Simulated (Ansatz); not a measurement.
```yaml
crystal:
  periodic: [false, false, false]
  atoms:
    - {symbol: In, position_ang: [0.209619, 2.142168, -0.197568]}
    - {symbol: I, position_ang: [2.174465, 3.798914, -1.353527]}
    - {symbol: I, position_ang: [-2.169870, 2.946345, 1.086225]}
    - {symbol: H, position_ang: [1.111082, 0.864527, 1.052350]}
    - {symbol: In, position_ang: [0.850239, -1.002680, 1.735177]}
    - {symbol: I, position_ang: [3.239345, -2.395239, 1.187340]}
    - {symbol: I, position_ang: [-0.521635, -0.849733, 4.189778]}
    - {symbol: H, position_ang: [-0.485981, -1.508423, 0.330664]}
    - {symbol: In, position_ang: [-1.003761, -1.126601, -1.567577]}
    - {symbol: I, position_ang: [0.723970, -2.609169, -3.232249]}
    - {symbol: I, position_ang: [-3.816856, -1.015751, -1.685514]}
    - {symbol: H, position_ang: [-0.310605, 0.755631, -1.545098]}
basis:
  gaussian: {orbitals: STO-3G, nuclear_model: gaussian}
hamiltonian: {xc: {name: PBE0}, dispersion: d4}
output: {forces: true}
```

```sh
$ ansatz run in.yaml --threads 2 --pin off --events-out ev --progress --plain --max-ram 32768MiB --backend cpu
```

Shortened log:

```
Functional definition: PBE0
2819 factors; integrals over basis functions are off by at most 9.7e-5 eV
mean field evaluation 1: about -1582902.6911 eV, gradient 2.8e1 eV
mean field evaluation 2: about -1582896.8892 eV, gradient 4.7e1 eV
mean field evaluation 4: about -1582908.8266 eV, gradient 4.1e-1 eV
mean field evaluation 8: about -1582908.7984 eV, gradient 2.2e-2 eV
mean field -1582908.79836461 eV, -58170.8254057800 hartree, gradient 3.0e-5 eV, S^2 0.000000; 0 other end points of the search recorded, 0 dependent functions left out
reference -1582908.79839384 eV, -58170.8254068542 hartree; 234, 234 occupied and 12, 12 virtual orbitals, 2819 factors
Total energy: -1582909.44876753 eV, -58170.8493076464 hartree
Atom 0 at     0.209619     2.142168    -0.197568 Å, force    -0.031543    -0.023760     0.021456 eV/Å
Atom 1 at     2.174465     3.798914    -1.353527 Å, force    -1.540134    -1.332960     0.908530 eV/Å
Atom 2 at    -2.169870     2.946345     1.086225 Å, force     1.827162    -0.624610    -0.988210 eV/Å
Atom 3 at     1.111082     0.864527     1.052350 Å, force    -0.844631    -0.424926    -0.443382 eV/Å
Atom 4 at     0.850239    -1.002680     1.735177 Å, force    -0.013751     0.018315    -0.036952 eV/Å
Atom 5 at     3.239345    -2.395239     1.187340 Å, force    -1.868673     1.097148     0.410961 eV/Å
Atom 6 at    -0.521635    -0.849733     4.189778 Å, force     1.064007    -0.112271    -1.939198 eV/Å
Atom 7 at    -0.485981    -1.508423     0.330664 Å, force     0.604298     0.644749    -0.364929 eV/Å
Atom 8 at    -1.003761    -1.126601    -1.567577 Å, force     0.027308     0.016516     0.029393 eV/Å
Atom 9 at     0.723970    -2.609169    -3.232249 Å, force    -1.340322     1.174935     1.313383 eV/Å
Atom 10 at    -3.816856    -1.015751    -1.685514 Å, force     2.220526    -0.079240     0.112340 eV/Å
Atom 11 at    -0.310605     0.755631    -1.545098 Å, force    -0.104247    -0.353898     0.976608 eV/Å
Dipole moment:     0.106405     0.013585    -0.056488 e Å
```

Hardware: 2 threads of AMD EPYC 7R13 on a shared host. Wall time 53 s, peak host memory 2.9 GiB.
